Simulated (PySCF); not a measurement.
## Electron correlation in Sc+ (scandium, charge +1)

[Ar] 3d2, high-spin 3F determinant (an excited configuration). All numbers are calculated (PySCF 2.14, scalar relativity by spin-free X2C-1e, in aug-cc-pVTZ-DK). Frozen: [Ar]; 2 electrons correlated.

With two correlated electrons CCSD is exact within the correlated space (frozen core and kept virtual orbitals).

| level | correlation energy (mhartree) |
| --- | --- |
| CCSD | -7.68 |

Diagnostics: T1 = 0.0071, D1 = 0.0101, largest double amplitude 0.038.

Cost of the coupled-cluster step: about 8 core-seconds, for 2 correlated electrons.

Iterations:

```
CC2 = 0
CCSD nocc = (np.int64(2), np.int64(0)), nmo = (84, 84)
frozen orbitals [[0, 1, 2, 3, 4, 5, 6, 7, 8], [0, 1, 2, 3, 4, 5, 6, 7, 8]]
max_cycle = 100
direct = 0
conv_tol = 1e-08
conv_tol_normt = 1e-06
diis_space = 8
diis_start_cycle = 0
Init t2, MP2 energy = -0.0053256988450124
Init E_corr(UCCSD) = -0.00532569884506675
cycle = 1  E_corr(UCCSD) = -0.00686658305769871  dE = -0.00154088421  norm(t1,t2) = 0.0172224
cycle = 2  E_corr(UCCSD) = -0.00736988018010449  dE = -0.000503297122  norm(t1,t2) = 0.00742723
cycle = 3  E_corr(UCCSD) = -0.00770188441153062  dE = -0.000332004231  norm(t1,t2) = 0.00355661
cycle = 4  E_corr(UCCSD) = -0.00767918000256339  dE = 2.2704409e-05  norm(t1,t2) = 0.000513414
cycle = 5  E_corr(UCCSD) = -0.0076795359096376  dE = -3.55907074e-07  norm(t1,t2) = 5.81731e-05
cycle = 6  E_corr(UCCSD) = -0.00767957282323248  dE = -3.69135949e-08  norm(t1,t2) = 1.01499e-05
cycle = 7  E_corr(UCCSD) = -0.00767958185042574  dE = -9.02719326e-09  norm(t1,t2) = 3.73487e-06
cycle = 8  E_corr(UCCSD) = -0.00767958248566925  dE = -6.35243505e-10  norm(t1,t2) = 1.11643e-06
cycle = 9  E_corr(UCCSD) = -0.00767958204589083  dE = 4.39778419e-10  norm(t1,t2) = 1.99826e-07
UCCSD converged
E(UCCSD) = -763.0611843740422  E_corr = -0.007679582045890827
```
